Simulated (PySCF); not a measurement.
HgBr, SMILES [Hg][Br] (connectivity only; charge and spin as stated), neutral, multiplicity 2.

Geometry optimised at r2SCAN-D4/def2-TZVP. The multiplicity is an assumed one; other spin states were not compared. The def2 effective core potentials stand for the cores of Hg; spin–orbit coupling is left out.

Calculation: r2SCAN-D4/def2-TZVP in PySCF.

Frequencies are harmonic and unscaled.

Computed normal modes with their intensities:
```
mode  ν (cm⁻¹)  IR (km/mol)  moving atoms (share of kinetic energy)
----  --------  -----------  --------------------------------------
1          177          5.5                        Br 72 %, Hg 28 %
```
